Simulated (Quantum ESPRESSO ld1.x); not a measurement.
Task: Species: Cr15+. Configuration: [He] 2s2 2p5 (the NIST ground configuration). Calculated with ld1.x of Quantum ESPRESSO 7.5: Dirac Kohn-Sham, revPBE, spin-unpolarised, spherical densities, point nucleus; open shells fill j = l - 1/2 first. Some entries of the table are withheld. Estimate them.

orbital  occ.  eigenvalue (hartree)  <r> (bohr)  r(max) (bohr)
1s1/2       2              -236.390         (1)            (2)
2s1/2       2              -42.5244         (3)            (4)
2p1/2       2              -39.1933         (5)          0.192
2p3/2       3              -38.8478         (6)          0.194

Result: 
(1) 1s1/2 <r> (bohr): 0.06345
(2) 1s1/2 r(max) (bohr): 0.042
(3) 2s1/2 <r> (bohr): 0.2837
(4) 2s1/2 r(max) (bohr): 0.238
(5) 2p1/2 <r> (bohr): 0.2473
(6) 2p3/2 <r> (bohr): 0.2499
